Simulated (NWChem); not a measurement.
Species: C3HCl2F; SMILES FC(Cl)=C=CCl

```xyz
7

F     -1.5621     1.6089     0.2562
C     -0.4035     1.0558    -0.0513
Cl     0.9014     2.1671     0.0646
C     -0.2669    -0.1940    -0.4101
C     -0.1102    -1.4364    -0.7815
Cl     0.1994    -2.7397     0.3138
H     -0.1636    -1.7584    -1.8271
```
Atoms are numbered in this order, from 1.

Results from NWChem. Pople sets run with spherical d functions. Structure relaxed at the PBE0/def2-SVP level. B3LYP is NWChem's, with the RPA form of VWN correlation. Vzz is the largest principal value of the second derivative of the potential at the nucleus (NWChem prints the opposite sign); η is the asymmetry. Non-relativistic.

```tsv
level	Vzz Cl3 (a.u.)	η Cl3	Vzz Cl6 (a.u.)	η Cl6	relative time
B3LYP/def2-TZVP	4.075	0.07	3.998	0.17	3
B3LYP/6-31G*	3.734	0.06	3.666	0.15	1
PBE0/6-31G*	3.744	0.06	3.684	0.15	1
PBE0/cc-pVTZ	3.688	0.07	3.635	0.16	4
```

Times are rough ratios from one shared machine.
